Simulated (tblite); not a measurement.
Species: C₇H₁₇NSi.
Structure used (GFN2-xTB), in Å, numbered top down from 1:
```xyz
26
C7H17NSi angstrom
C      4.1907   -0.2776   -0.0390
C      2.9406    0.4330   -0.5457
C      1.6615   -0.2573   -0.0902
Si     0.1191    0.6460   -0.7209
N     -1.2393   -0.3657   -0.4276
C     -2.5545    0.0317   -0.8774
C     -3.2834    0.5432    0.3782
C     -2.5257   -0.1174    1.5432
C     -1.4907   -1.0113    0.8423
H      4.1935   -0.3142    1.0489
H      4.2270   -1.2981   -0.4151
H      5.0883    0.2421   -0.3675
H      2.9420    1.4643   -0.1868
H      2.9613    0.4696   -1.6366
H      1.6668   -1.2888   -0.4464
H      1.6645   -0.3053    1.0007
H      0.1383    0.8065   -2.1795
H      0.0898    1.9920   -0.1078
H     -2.4887    0.7799   -1.6632
H     -3.0715   -0.8506   -1.2753
H     -4.3363    0.2666    0.3645
H     -3.2159    1.6286    0.4376
H     -2.0170    0.6354    2.1447
H     -3.1820   -0.6916    2.1946
H     -1.9232   -2.0019    0.6508
H     -0.5762   -1.1365    1.4167
```

Method: GFN2-xTB as coded in tblite; computed harmonic values from a numerical Hessian at the method's own geometry, unscaled. The method is semi-empirical: single wavenumbers can be off by several per cent or more. Modes of hydrogen on silicon can be 10 to 20 % off. One conformer, not necessarily the lowest.

Harmonic wavenumbers (cm⁻¹): 38.0, 50.7, 64.2, 86.6, 93.1, 110.3, 226.6, 235.3, 264.8, 338.0, 369.0, 487.9, 566.8, 611.1, 632.4, 704.2, 734.4, 751.8, 783.9, 813.2, 840.1, 844.8, 872.4, 956.5, 959.9, 980.3, 991.8, 1013.1, 1071.5, 1078.0, 1096.0, 1103.6, 1123.9, 1159.2, 1177.0, 1188.4, 1214.9, 1231.6, 1251.5, 1272.8, 1289.3, 1291.8, 1306.4, 1313.0, 1327.7, 1357.2, 1413.8, 1474.9, 1487.5, 1488.9, 1490.2, 1504.1, 1504.4, 1505.2, 1508.8, 2115.9, 2227.5, 2892.3, 2895.1, 2957.5, 2969.9, 2980.5, 2985.1, 2988.6, 3005.0, 3007.9, 3015.4, 3022.9, 3023.0, 3023.5, 3026.6, 3031.6.

A = 3609, B = 579.6, C = 540.0 MHz; mass 143.113 u (most abundant isotopes); point group C1, symmetry number 1.

Problem. What is the zero-point energy?

Solution. ½Σν̃ = 49911 cm⁻¹ = 597.07 kJ/mol.

Problem. What is S at 400 K and 1 bar for an ideal gas of classical rigid rotors and harmonic oscillators?

Solution. Translation 176.87, rotation 129.32, vibration 211.51: S = 517.7 J/(mol K).

Problem. And Cp and H(400 K) − H(0)?

Solution. Cp = 244.37 J/(mol K), of which vibrations give 211.11 (their classical limit is 72 R = 598.6); H(400 K) − H(0) = 55.04 kJ/mol without the zero-point energy, 41.74 from vibrations.

Problem. What must be added to the electronic energy to get the Gibbs energy at 400 K and 1 bar?

Solution. ZPE + [H(400 K) − H(0)] − T·S = 597.07 + 55.04 − 207.08 = 445.03 kJ/mol.

Problem. Blend soft modes into free rotors: weight 1/[1 + (100 cm⁻¹/ν̃)⁴] for the oscillator and the rest for a rotor with moment μB/(μ + B), μ = h/(8π²ν), B = 10⁻⁴⁴ kg m². What vibrational entropy results?

Solution. 186.85 J/(mol K) in place of 211.51, which changes −T·S at 400 K by +9.86 kJ/mol.

Problem. How do the functions run with temperature in this model?

Solution. 
```tsv
T (K)	S (J/(mol K))	Cp (J/(mol K))	H − H(0) (kJ/mol)	G − H(0) (kJ/mol)	ln q(vib)
50	261.7	69.0	2.46	-10.62	1.05
100	317.0	91.8	6.52	-25.19	3.01
298.15	455.0	185.2	33.15	-102.50	9.70
373.15	501.3	229.1	48.68	-138.36	12.05
500	578.0	296.7	82.16	-206.84	16.04
750	718.2	394.5	169.45	-369.22	23.87
1000	841.2	459.0	276.66	-564.50	31.40
```

q(vib) and H(0) count from the zero-point level.

Problem. Which modes carry the vibrational entropy at 400 K?

Solution. 38.0 cm⁻¹: 24.87; 50.7 cm⁻¹: 22.48; 64.2 cm⁻¹: 20.52; 86.6 cm⁻¹: 18.05; 93.1 cm⁻¹: 17.45; 110.3 cm⁻¹: 16.06 J/(mol K); the other 66 give 92.10 together.

Hindered rotation and anharmonicity are outside this model. Other conformers, if any are populated, would add a mixing term that is left out. The structure is chiral; the term R ln 2 for an equal mix with its mirror image is left out.

The run took 2.3 s of wall time on Arm Neoverse N1, one thread, on a shared host. This covers the Hessian and the dipole derivatives.
